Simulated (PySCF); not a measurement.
## Bi²⁺ (bismuth, charge +2): PW91 calculation

Configuration: [Xe] 4f14 5d10 6s2 6p1, 2P determinant. All numbers are calculated (PySCF 2.14, scalar relativity through the core potential, in def2-QZVPPD with the def2 core potential (60 electrons)).

```
Total energy                                                  : -213.8231 hartree
One-electron energy                                           : -358.4607 hartree
Hartree (Coulomb) energy                                      : 161.3626 hartree
Exchange-correlation energy                                   : -16.7250 hartree
⟨S²⟩                                                          : 0.7509
⟨L²⟩                                                          : 2.004
Sum of ⟨r⟩                                                    : 26.76 bohr
Sum of ⟨r²⟩                                                   : 42.65 bohr²
Traceless quadrupole moment −½Σ⟨3z² − r²⟩ along its main axis : -2.97 e·bohr²
```

```csv
shell,electrons,mean orbital energy (hartree),spread (hartree),"rms radius, mean of both spins (bohr)"
5s α,1,-6.44480,0,0.891
5s β,1,-6.44207,0,0.891
5p α,3,-4.21378,0.01687,1.02
5p β,3,-4.21143,0.02162,1.02
5d α,5,-1.63897,0.01883,1.32
5d β,5,-1.63332,0.02639,1.32
6s α,1,-1.13945,0,2.19
6s β,1,-1.11442,0,2.19
6p α,1,-0.72274,0,2.78
```

Energies and moments cover only the electrons outside the core potential. Spin-orbit coupling, absent here, splits the open shell strongly.
